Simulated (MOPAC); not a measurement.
Job for MOPAC: AM1 on PSe, 2S+1 = 2, a spin state set in the input, which need not be the lowest, a point of a bond scan (R = 2.151 Å).

```
AM1 1SCF PRECISE CHARGE=0 UHF MS=0.5 THREADS=1
PSe

P      0.00000000 1     0.00000000 1     0.00000000 1
Se     0.00000000 1     0.00000000 1     2.15125100 1
```

Program output:

```
*******************************************************************************
 **                                                                           **
 **                              MOPAC v23.2.5                                **
 **                                                                           **
 *******************************************************************************
 ** MOPAC's Digital Object Identifier: https://doi.org/10.5281/zenodo.6511958 **
 **                                                                           **
 ** Please cite the open-source release paper for use of this MOPAC version:  **
 ** J. E. Moussa and J. J. P. Stewart (2026)                                  **
 ** MOPAC: An open-source semiempirical molecular orbital program             **
 ** J. Open Source Softw., 11(119), 8025, https://doi.org/10.21105/joss.08025 **
 *******************************************************************************

                              AM1 CALCULATION RESULTS

 *******************************************************************************
 *  AM1        - The AM1 Hamiltonian to be used
 *  UHF        - UNRESTRICTED HARTREE-FOCK CALCULATION
 *
 *
 *
 *                 CHARGE ON SYSTEM = 0
 *
 *
 *
 *  MS=        - IN MECI, MAGNETIC COMPONENT OF SPIN =  0.5
 *  PRECISE    - TIGHTER CRITERIA TO BE USED
 *  1SCF       - DO 1 SCF AND THEN STOP
 *  THREADS=1  - MULTI-THREADING NOT USED
 *  T=         - A TIME OF 172800.0 SECONDS REQUESTED
 *  DUMP=N     - RESTART FILE WRITTEN EVERY 7200.0 SECONDS REQUESTED
 *******************************************************************************
AM1 1SCF PRECISE CHARGE=0 UHF MS=0.5 THREADS=1
 PSe

   ATOM   CHEMICAL          X               Y               Z
  NUMBER   SYMBOL      (ANGSTROMS)     (ANGSTROMS)     (ANGSTROMS)

     1       P          0.00000000  *   0.00000000  *   0.00000000  *
     2      Se          0.00000000  *   0.00000000  *   2.15125100  *



          CARTESIAN COORDINATES

    NO.       ATOM           X           Y           Z

     1         P          0.0000      0.0000      0.0000
     2        Se          0.0000      0.0000      2.1513

  P: (AM1): M.J.S.DEWAR, JIE, C, THEOCHEM, 187, 1 (1989)
 Se: (AM1): J. J. P. STEWART, J. MOL. MOD., 10, 155-164 (2004)

           Empirical Formula: P Se  =     2 atoms



      MOLECULAR POINT GROUP   :   C*v


          UHF CALCULATION, NO. OF ALPHA ELECTRONS =    6
                           NO. OF BETA  ELECTRONS =    5

 -------------------------------------------------------------------------------
 AM1 1SCF PRECISE CHARGE=0 UHF MS=0.5 THREADS=1
 PSe



     1SCF WAS SPECIFIED, SO BFGS WAS NOT USED
     SCF FIELD WAS ACHIEVED


                              AM1 CALCULATION
                                                       MOPAC v23.2.5 Linux




          FINAL HEAT OF FORMATION =         59.31476 KCAL/MOL =     248.17294 KJ/MOL


          COSMO AREA              =         87.59 SQUARE ANGSTROMS
          COSMO VOLUME            =         72.28 CUBIC ANGSTROMS

          IONIZATION POTENTIAL    =          8.449499 EV
          ALPHA SOMO LUMO (EV)    =         -8.449 -2.115
          BETA  SOMO LUMO (EV)    =         -8.961 -2.726
          NO. OF ALPHA ELECTRONS  =          6
          NO. OF BETA  ELECTRONS  =          5
          MOLECULAR WEIGHT        =        109.9338         POINT GROUP:  C*v

          MOLECULAR DIMENSIONS (Angstroms)

            Atom       Atom       Distance
           Se     2    P     1     2.15125
           Se     2    P     1     0.00000
            P     1   Se     2     0.00000


          SCF CALCULATIONS        =          1





   ATOM   CHEMICAL          X               Y               Z
  NUMBER   SYMBOL      (ANGSTROMS)     (ANGSTROMS)     (ANGSTROMS)

     1       P          0.00000000  *   0.00000000  *   0.00000000  *
     2      Se          0.00000000  *   0.00000000  *   2.15125100  *

                             CARTESIAN COORDINATES

   1    P        0.000000000     0.000000000     0.000000000
   2   Se        0.000000000     0.000000000     2.151251000


           Empirical Formula: P Se  =     2 atoms



      MOLECULAR POINT GROUP   :   C*v


          ALPHA EIGENVALUES
 -21.95963 -17.12810 -10.75858 -10.17354  -9.86773  -8.44950  -2.11526  -1.22709


           BETA EIGENVALUES
 -18.83958 -14.99684 -10.48307  -9.59646  -8.96078  -2.72583  -2.28399  -0.77103


              NET ATOMIC CHARGES AND DIPOLE CONTRIBUTIONS

  ATOM NO.   TYPE          CHARGE      No. of ELECS.   s-Pop       p-Pop
    1          P          -0.341509        5.3415     1.97436     3.36714
    2         Se           0.341509        5.6585     1.98189     3.67660
 DIPOLE           X         Y         Z       TOTAL
 POINT-CHG.     0.000     0.000     3.529     3.529
 HYBRID         0.000     0.000     0.170     0.170
 SUM            0.000     0.000     3.699     3.699


          ATOMIC ORBITAL ELECTRON POPULATIONS

     Atom    s        px        py        pz
    1  P   1.97436   1.54533   0.82256   0.99926
    2 Se   1.98189   1.45467   1.17744   1.04449


                    (SZ)    =    0.500000
                    (S**2)  =    1.168636


          ATOMIC ORBITAL SPIN POPULATIONS

    Atom   Total    s     px     py     pz
         Atomic
    1  P -0.2726  0.007  0.455 -0.618 -0.116
    2 Se  1.2726  0.009  0.545  0.618  0.101

 **********************
 *                    *
 * JOB ENDED NORMALLY *
 *                    *
 **********************




 == MOPAC DONE ==
```

The run finished. Its determinant has ⟨S²⟩ = 1.17, a mixture of spin states.

Cost: around 0.010 core-seconds (rough).
